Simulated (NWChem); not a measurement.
System meant: MoN₂H₃OCl; SMILES [NH]=[Mo]([NH2])(=[O])[Cl]

Input file for NWChem:

```
start job
memory heap 200 mb stack 900 mb global 1100 mb
geometry units angstroms noautoz
  Mo    -0.049400     0.241774     0.002811
  O     -0.228361     0.765788     1.582281
  N     -1.389379     0.716519    -0.973712
  H     -2.310561     1.155320    -0.975310
  Cl     0.131515    -2.048235    -0.037291
  N      1.488781     1.072813    -0.783076
  H      1.519859     1.497462    -1.705552
  H      2.321589     1.296455    -0.242452
end
basis spherical
  * library def2-svp
end
dft
  xc xpbe96 cpbe96
  iterations 150
  mulliken
end
task dft energy
```

End of the output:

```
             Northwest Computational Chemistry Package (NWChem) 7.3.0
             --------------------------------------------------------

 C1  symmetry detected

                             Geometry "geometry" -> ""
                             -------------------------

 Output coordinates in angstroms (scale by  1.889725989 to convert to a.u.)

  No.       Tag          Charge          X              Y              Z
 ---- ---------------- ---------- -------------- -------------- --------------
    1 Mo                  42.0000    -0.06617914     0.26616637     0.02052214
    2 O                    8.0000    -0.90215238     0.74913929     1.38771968
    3 N                    7.0000    -0.85571488     0.79348517    -1.41930142
    4 H                    1.0000    -1.68497541     1.24964252    -1.80057899
    5 Cl                  17.0000     0.10244725    -2.02485953    -0.01476376
    6 N                    7.0000     1.66472835     1.08937197    -0.00264711
    7 H                    1.0000     2.09045200     1.53897248    -0.80817386
    8 H                    1.0000     2.18656859     1.28189508     0.84968899

 Effective nuclear repulsion energy (a.u.)     581.1873545512

  pbe96 is a nonlocal functional; adding pw91lda local functional.

                                 NWChem DFT Module
                                 -----------------

 Summary of "ao basis" -> "ao basis" (spherical)
 ------------------------------------------------------------------------------
       Tag                 Description            Shells   Functions and Types
 ---------------- ------------------------------  ------  ---------------------
 Mo                         def2-svp                11       31   5s3p2d1f
 O                          def2-svp                 6       14   3s2p1d
 N                          def2-svp                 6       14   3s2p1d
 H                          def2-svp                 3        5   2s1p
 Cl                         def2-svp                 8       18   4s3p1d

            General Information
            -------------------
          SCF calculation type: DFT
          Wavefunction type:  closed shell.
          No. of atoms     :     8
          No. of electrons :    84
           Alpha electrons :    42
            Beta electrons :    42
          Charge           :     0
          Spin multiplicity:     1
          Use of symmetry is: off; symmetry adaption is: off
          Maximum number of iterations: 150
          AO basis - number of functions:   106
                     number of shells:    46
          Convergence on energy requested:  1.00D-06
          Convergence on density requested:  1.00D-05
          Convergence on gradient requested:  5.00D-04

              XC Information
              --------------
          PerdewBurkeErnzerhof Exchange Functional  1.000
            Perdew 1991 LDA Correlation Functional  1.000 local
           PerdewBurkeErnz. Correlation Functional  1.000 non-local

             Grid Information
             ----------------
          Grid used for XC integration:  medium
          Radial quadrature: Mura-Knowles
          Angular quadrature: Lebedev.
          Tag              B.-S. Rad. Rad. Pts. Rad. Cut. Ang. Pts.
          ---              ---------- --------- --------- ---------
          Mo                  1.45      123           9.0       590
          O                   0.60       49          10.0       434
          N                   0.65       49          10.0       434
          H                   0.35       45          12.0       434
          Cl                  1.00       88          11.0       590
          Grid pruning is: on
          Number of quadrature shells:   493
          Spatial weights used:  Erf1

      Superposition of Atomic Density Guess
      -------------------------------------

 Sum of atomic energies:       -1428.32771048

      Non-variational initial energy
      ------------------------------

 Total energy =   -1436.779815
 1-e energy   =   -3090.083866
 2-e energy   =    1072.116697
 HOMO         =      -1.425957
 LUMO         =      -1.395593

     ---------------------------------------------
      Total Density - Mulliken Population Analysis
     ---------------------------------------------

    Atom       Charge   Shell Charges
 -----------   ------   -------------------------------------------------------
    1 Mo  42    46.51   2.01  2.04  2.12  0.80 -0.17  6.06  8.97 -0.35 10.48  0.27 14.28
    2 O    8     9.39   1.99  1.15  0.66  4.07  1.40  0.13
    3 N    7     8.51   1.99  1.11  0.43  3.85  0.96  0.17
    4 H    1     0.27   0.23  0.01  0.03
    5 Cl  17    11.51   2.00  1.99  0.80  0.78  5.90  0.32 -0.29  0.02
    6 N    7     7.37   1.99  1.06  0.43  2.66  1.15  0.08
    7 H    1     0.21   0.24 -0.04  0.00
    8 H    1     0.23   0.25 -0.03  0.00

[...]
```

Task: Find the fault in this run and fix the input.

Result: The run ends normally but its numbers are meaningless: the def2 basis of a heavy element holds valence functions alone and wants its effective core potential (without it all electrons must fit into that basis). This input runs:
```
start job
memory heap 200 mb stack 900 mb global 1100 mb
geometry units angstroms noautoz
  Mo    -0.049400     0.241774     0.002811
  O     -0.228361     0.765788     1.582281
  N     -1.389379     0.716519    -0.973712
  H     -2.310561     1.155320    -0.975310
  Cl     0.131515    -2.048235    -0.037291
  N      1.488781     1.072813    -0.783076
  H      1.519859     1.497462    -1.705552
  H      2.321589     1.296455    -0.242452
end
basis spherical
  * library def2-svp
end
ecp
  Mo library def2-ecp
end
dft
  xc xpbe96 cpbe96
  iterations 150
  mulliken
end
task dft energy
```
It converges to -714.44966 Ha (PBE/def2-SVP with def2 effective core potentials on Mo). The faulty run gave -1481.122 Ha, with all electrons squeezed into the valence basis.
